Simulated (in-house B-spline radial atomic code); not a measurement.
The numbers below are computed, except where a source is named.
Building a PAW s channel for P, r_c = 1.8 bohr

P, [Ne] 3s2 3p3, non-relativistic PBE, spherical and spin-unpolarised, from an all-electron radial atomic-structure program (B-spline basis) (atomic units; all potentials screened as in the neutral atom).

Two all-electron partial waves φ1, φ2 are integrated outwards at E1 = ε(3s) = -0.510642 and E2 = E1 + 1.5 hartree; φ1 is the bound orbital and φ2 has unit norm inside r_c = 1.7957 bohr. Smooth partners are polynomials, r^1(a0 + a1 r² + a2 r⁴ + a3 r⁶), matched to φ and three derivatives at r_c, with no condition on the norm. The local potential is -5.10301 + (3.21743) r² + (-0.927369) r⁴ + (0.10274) r⁶ inside 1.4702 bohr and the all-electron one outside.

| wave | φ(r_c) | φ'(r_c) | a0 | a1 | a2 | a3 |
| --- | --- | --- | --- | --- | --- | --- |
| 1 | 0.7687552 | -0.1990176 | 0.7321652 | -0.06364676 | -0.01809476 | 0.002663997 |
| 2 | 0.1640806 | -2.556124 | 2.253067 | -0.9267792 | 0.07843273 | 0.0003346132 |

Inside r_c the overlaps are <φi φj> = [[0.49706, 0.64413], [0.64413, 1.00000]] and, for the smooth waves, [[0.61485, 0.96338], [0.96338, 1.84976]]. With χj = (Ej − T − V_local) applied to smooth wave j, the program's quadrature gives the matrix B_ij = <smooth i, χj> as [[0.67639, 2.00006], [1.52117, 4.58525]].

Task: Check the match of the first wave, and find the augmentation charges q_ij.

Result: At r_c the four terms are 1.31475, -0.36853, -0.33785, 0.16039, which sum to 0.7688, φ1(r_c) to rounding. q_ij is the all-electron overlap less the smooth one: [[-0.11780, -0.31926], [-0.31926, -0.84976]]. The smooth first wave has a norm of 0.6149 inside r_c against 0.4971, so q11 is negative and must stay small enough for the overlap operator to be positive.

Task: B isn't symmetric. Show that D_ij = B_ij + Ej q_ij is.

Result: Integrating by parts gives B12 − B21 = (E1 − E2) q12: 2.00006 − (1.52117) = 0.47889, and −1.5 × (-0.31926) = 0.47888. So D12 = 2.00006 + (0.989358)(-0.31926) = 1.68420 and D21 = 1.52117 + (-0.510642)(-0.31926) = 1.68420; D11 = 0.73655, D22 = 3.74453. The projectors, p = (B⁻¹)ᵀ χ, are dual to the smooth waves; det B = 0.059.

Solving (T + V_local + Σ p D p) ψ = E (1 + Σ p q p) ψ in a sphere of 9 bohr gives these levels:

```
all-electron  one projector  two projectors
   -0.510640      -0.510640       -0.510640
    0.023685       0.022439        0.023681
    0.311484       0.305212        0.311475
    0.759733       0.732559        0.759730
    1.356920       1.250770        1.356900
```

Task: What does the second projector gain?

Result: With one projector the errors are 0.00, -1.25, -6.27, -27.17, -106.15 millihartree. With two the errors are 0.00, 0.00, -0.01, 0.00, -0.02 millihartree. The scattering is exact at E1 and at E2 = 0.989, and over all levels compared the largest error is 0.02 millihartree. The lowest eigenvalue of the overlap operator is 0.628 with one and 0.1178 with two projectors. The smooth orbital alone needs a cutoff of 5.38 hartree for 1 millihartree of kinetic energy, against 16.4 for a norm-conserving Troullier-Martins orbital of the same radius; part of the gain comes from giving up the norm, part from the simpler form.
